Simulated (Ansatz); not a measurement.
Mulliken charges of B$_{2}$ClFH$_{2}$ (`FBBCl`) from r2SCAN/def2-TZVPP in Ansatz (PBE0-D4/def2-TZVP geometry).

| atom | x (Å) | y (Å) | z (Å) | charge (e) |
| --- | --- | --- | --- | --- |
| F1 | 1.400 | -1.314 | -0.267 | -0.236 |
| B2 | 0.804 | -0.134 | -0.366 | 0.269 |
| B3 | -0.637 | 0.184 | 0.464 | 0.117 |
| Cl4 | -2.144 | -0.114 | -0.364 | -0.116 |
| H5 | 1.342 | 0.675 | -1.079 | -0.041 |
| H6 | -0.723 | 0.639 | 1.566 | 0.006 |

Task: By hand: the dipole of these point charges (1 e Å = 4.8032 D).

Result: Σ q r = (0.001, 0.285, 0.115) e Å, of length 0.307 e Å = 1.47 D.

Task: How does the dipole of the full density compare? (Estimate.)

Result: The calculation gave: (0.012, 0.144, 0.063) e Å, 0.76 D; the point charges give 1.93 times that, at 4° from its direction.

Point charges leave out the atoms' own dipoles, such as those of lone pairs, and Mulliken's split depends on the basis, so the two needn't agree.
